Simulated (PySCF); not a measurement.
Stretching YbO

Set-up: basis Yb x2c-SVPall, O x2c-SVPall; spin-free X2C with a Gaussian nucleus; PySCF 2.14. Energies in eV from Yb (4f14 6s2) + O in their ground configurations at the same level. State: singlet, about 13.6 electrons in the 4f shell (Mulliken).

```tsv
R (Å)	PBE
1.558	-3.090
1.630	-4.044
1.702	-4.610
1.757	-4.844
1.811	-4.953
1.865	-4.966
1.938	-4.870
2.028	-4.623
2.137	-4.213
2.282	-3.580
```

**Question.** Put a parabola through the three lowest points of the PBE curve and estimate Re, k and ωe (reduced mass 14.65 u; 1 eV/Å² = 0.16022 mdyn/Å; ωe = 1302.8·√(k/μ) cm⁻¹).

**Answer.** Through R = 1.811, 1.865, 1.938 Å the second-order coefficient is 12.3 eV/Å², so Re ≈ 1.848 Å, k ≈ 3.93 mdyn/Å and ωe ≈ 674 cm⁻¹. A polynomial fit of higher order to the unrounded PBE energies gives Re = 1.846 Å, k = 4.43 mdyn/Å, ωe = 716 cm⁻¹; anharmonicity and rounding make the difference.

The higher-order fit for each curve: PBE: Re = 1.846 Å, ωe = 716 cm⁻¹, De = 4.97 eV.

⟨S²⟩ is raised (YbO 0.29), so spin contamination touches these numbers. Spin–orbit coupling is left out, which matters for elements this heavy, above all for dissociation energies.
